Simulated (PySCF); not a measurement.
Simulation results for C$_{2}$H$_{5}$OSi, CH$_{4}$Al$_{2}$N

All values are calculated (PySCF 2.14.0). Calculation on a computer-drawn molecule: the log of a Hartree-Fock and frozen-core CCSD(T) single point meant for a local Hartree-Fock minimum, with one planted fault or none, to be diagnosed. Offsets are logged minus clean, where the clean run is the same molecule without the fault. The reference is restricted for singlets and unrestricted otherwise, and also for a bond in bohr or an excited solution. Adding or removing an electron swaps singlet and doublet. The excited solution moves the top pair (singlet) or top alpha electron (doublet) to the lowest empty orbital. Highest occupied and lowest empty are orbital energies over both spins, largest force is the largest gradient component, triples share is (T) over the correlation energy, the T1 limit is 0.02 restricted and 0.045 unrestricted, electrons count all cores, a negative frequency is imaginary (commonest isotopes), and the dipole is about the centre of nuclear charge.

Common to all runs: meant basis cc-pV(D+d)Z; logged SCF converged yes; logged CC converged yes; logged SCF stable within its kind yes; possible faults no fault, one electron removed, one electron added, multiplicity raised by two, geometry at a saddle point, SCF held on an excited solution, minimal basis STO-3G, one bond length entered in bohr, all coordinates scaled.

```json
{"entry": 1, "formula": "C2H5OSi", "logged_structure": {"atoms_angstrom": [["C", 0.316, 2.6506, -0.7876], ["Si", -0.8024, 1.215, -0.6099], ["C", 0.1358, -0.3766, -0.4277], ["O", -2.2989, 1.3404, -0.6139], ["H", -0.0773, 3.6556, -0.9027], ["H", 1.3993, 2.5696, -0.7865], ["H", -1.1588, -1.9695, -0.2539], ["H", 0.7771, -0.3414, 0.4584], ["H", 0.7863, -0.5384, -1.2926]]}, "given": {"meant_charge": 0, "meant_multiplicity": 2, "logged_electrons": 39, "logged_basis_functions": 90, "logged_spin_squared": 1.4841, "logged_highest_occupied [eV]": -11.251, "logged_lowest_empty [eV]": 0.80919, "logged_largest_force [hartree/bohr]": 0.018975, "logged_T1_diagnostic": 0.057623, "logged_D1_diagnostic": 0.27043, "logged_triples_share": 0.036389, "logged_dipole_magnitude [debye]": 5.3574, "logged_energy_HF [hartree]": -442.29917, "logged_energy_CCSD(T) [hartree]": -442.88955, "drawn_bonds_atom": [1, 2, 2, 1, 1, 3, 3, 3], "drawn_bonds_other_atom": [2, 3, 4, 5, 6, 7, 8, 9], "drawn_bonds_order": [1, 1, 2, 1, 1, 1, 1, 1]}, "results": {"planted_fault": "one bond length entered in bohr, row 6 of the drawn bonds", "HF_energy_offset_from_clean_run [kcal/mol]": 82.42, "CCSD(T)_energy_offset_from_clean_run [kcal/mol]": 83.97}, "notes": ["T1 above single-reference limit"]}
{"entry": 2, "formula": "C2H5OSi", "logged_structure": {"atoms_angstrom": [["C", 0.316, 2.6506, -0.7876], ["Si", -0.8024, 1.215, -0.6099], ["C", 0.1358, -0.3766, -0.4277], ["O", -2.2989, 1.3404, -0.6139], ["H", -0.0773, 3.6556, -0.9027], ["H", 1.3993, 2.5696, -0.7865], ["H", -0.5493, -1.2195, -0.3357], ["H", 0.7771, -0.3414, 0.4584], ["H", 0.7863, -0.5384, -1.2926]]}, "given": {"meant_charge": 0, "meant_multiplicity": 2, "logged_electrons": 40, "logged_basis_functions": 90, "logged_spin_squared": 0.0, "logged_highest_occupied [eV]": -1.6444, "logged_lowest_empty [eV]": 8.7801, "logged_largest_force [hartree/bohr]": 0.084749, "logged_T1_diagnostic": 0.016758, "logged_D1_diagnostic": 0.060267, "logged_triples_share": 0.030966, "logged_dipole_magnitude [debye]": 4.8229, "logged_energy_HF [hartree]": -442.43284, "logged_energy_CCSD(T) [hartree]": -443.0624, "drawn_bonds_atom": [1, 2, 2, 1, 1, 3, 3, 3], "drawn_bonds_other_atom": [2, 3, 4, 5, 6, 7, 8, 9], "drawn_bonds_order": [1, 1, 2, 1, 1, 1, 1, 1]}, "results": {"planted_fault": "one electron added", "HF_energy_offset_from_clean_run [kcal/mol]": -1.461, "CCSD(T)_energy_offset_from_clean_run [kcal/mol]": -24.5}}
{"entry": 3, "formula": "CH4Al2N", "logged_structure": {"atoms_angstrom": [["C", 0.0827, 1.0468, 1.7522], ["Al", -0.0777, -0.4563, 0.5085], ["Al", -0.291, -2.4678, -1.15], ["N", -0.4215, -3.7078, -2.1756], ["H", 0.8112, 0.8029, 2.562], ["H", 0.4387, 1.9582, 1.2151], ["H", -0.9064, 1.2712, 2.2183], ["H", -0.5039, -4.4868, -2.8184]]}, "given": {"meant_charge": 1, "meant_multiplicity": 1, "logged_electrons": 42, "logged_basis_functions": 94, "logged_spin_squared": 0.0, "logged_highest_occupied [eV]": -12.989, "logged_lowest_empty [eV]": -5.2648, "logged_largest_force [hartree/bohr]": 0.019649, "logged_T1_diagnostic": 0.037041, "logged_D1_diagnostic": 0.10641, "logged_triples_share": 0.045572, "logged_dipole_magnitude [debye]": 7.592, "logged_energy_HF [hartree]": -578.17943, "logged_energy_CCSD(T) [hartree]": -578.66095, "drawn_bonds_atom": [1, 2, 3, 1, 1, 1, 4], "drawn_bonds_other_atom": [2, 3, 4, 5, 6, 7, 8], "drawn_bonds_order": [1, 1, 2, 1, 1, 1, 1]}, "results": {"planted_fault": "all coordinates scaled, by +2.0 %", "HF_energy_offset_from_clean_run [kcal/mol]": 1.948, "CCSD(T)_energy_offset_from_clean_run [kcal/mol]": -1.034}, "notes": ["T1 above single-reference limit"]}
{"entry": 4, "formula": "CH4Al2N", "logged_structure": {"atoms_angstrom": [["C", -1.4135, -0.8372, -1.4275], ["Al", 0.125, 0.0147, -0.6408], ["N", 1.4585, 0.7521, 0.0399], ["Al", 2.7846, 1.4848, 0.7161], ["H", -1.0975, -1.5629, -2.1804], ["H", -2.0539, -0.0918, -1.9045], ["H", -1.9905, -1.3564, -0.6589], ["H", 4.0164, 2.166, 1.3457]]}, "given": {"meant_charge": 1, "meant_multiplicity": 1, "logged_electrons": 42, "logged_basis_functions": 94, "logged_spin_squared": 2.0136, "logged_highest_occupied [eV]": -9.1172, "logged_lowest_empty [eV]": -5.3879, "logged_largest_force [hartree/bohr]": 0.066186, "logged_T1_diagnostic": 0.02216, "logged_D1_diagnostic": 0.10452, "logged_triples_share": 0.030914, "logged_dipole_magnitude [debye]": 0.14452, "logged_energy_HF [hartree]": -578.14611, "logged_energy_CCSD(T) [hartree]": -578.57345, "drawn_bonds_atom": [1, 2, 3, 1, 1, 1, 4], "drawn_bonds_other_atom": [2, 3, 4, 5, 6, 7, 8], "drawn_bonds_order": [1, 1, 2, 1, 1, 1, 1]}, "results": {"planted_fault": "multiplicity raised by two", "HF_energy_offset_from_clean_run [kcal/mol]": 87.52, "CCSD(T)_energy_offset_from_clean_run [kcal/mol]": 104.6}}
```
